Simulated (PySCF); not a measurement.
C3H5, SMILES C1C[CH]1, multiplicity 2.

Geometry: B3LYP-D3(BJ)/def2-TZVP.

Level of theory: B3LYP-D3(BJ)/def2-TZVP run with PySCF 2.14.0.

Harmonic, unscaled wavenumbers; measured fundamentals usually lie a few per cent lower.

Computed normal modes with their intensities:
```csv
mode,ν (cm⁻¹),IR (km/mol),moving atoms (share of kinetic energy)
1,558,26.1,H 94 %
2,764,5.3,"H 77 %, C 23 %"
3,783,6.5,H 93 %
4,844,6.9,"C 65 %, H 35 %"
5,930,23.7,"C 59 %, H 41 %"
6,1025,20.7,"H 83 %, C 17 %"
7,1067,1.9,"H 70 %, C 30 %"
8,1084,0.0,"H 61 %, C 39 %"
9,1097,3.8,"H 66 %, C 34 %"
10,1160,0.0,"H 72 %, C 28 %"
11,1262,1.2,"C 74 %, H 26 %"
12,1458,1.3,H 93 %
13,1484,0.8,"H 77 %, C 23 %"
14,3089,11.5,H 95 %
15,3089,20.3,H 96 %
16,3149,0.4,"H 89 %, C 11 %"
17,3162,20.3,"H 90 %, C 10 %"
18,3221,6.9,"H 91 %, C 9 %"
```
